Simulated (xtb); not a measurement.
C4H7BFN, SMILES FCB1C=CCN1. All values are semi-empirical tight-binding results from xtb (GFN2-xTB unless named), good for trends rather than for accurate numbers. Geometry optimised at GFN2-xTB. The structure was generated by enumeration, and PubChem lists no compound with its InChIKey, so it may never have been made. The values are those of a single conformer.

Computed properties:
```
Item                                              Value
----------------------------------------  -------------
point group as xtb finds it                          Cs
orbital gap                                     4.48 eV
dipole moment                                    2.57 D
zero-point energy                         68.2 kcal/mol
G − E(el) at 298.15 K (modified RRHO)     48.6 kcal/mol
static polarisability (D4 model)             66.4 bohr³
solvation energy, GFN2-xTB/ALPB(water)    -4.0 kcal/mol
solvation energy, GFN2-xTB/ALPB(toluene)  -5.8 kcal/mol
```

Computed IR lines (harmonic; lines under 4 % of the strongest left out, lines within 3 cm⁻¹ merged):
ν (cm⁻¹): 67 (w), 136 (w), 174 (w), 322 (w), 475 (w), 583 (w), 632 (vs), 713 (w), 818 (vs), 979 (m), 999 (vs), 1063 (m), 1099 (w), 1152 (s), 1201 (m), 1208 (s), 1264 (m), 1295 (w), 1314 (m), 1424 (m), 1441 (m), 1464 (vs), 1613 (s), 2887 (s), 2921 (s), 2925 (s), 2942 (m), 3089 (m), 3107 (vs) (against the strongest line: vs over 80 %, s over 45 %, m over 15 %, w over 4 %, vw less)
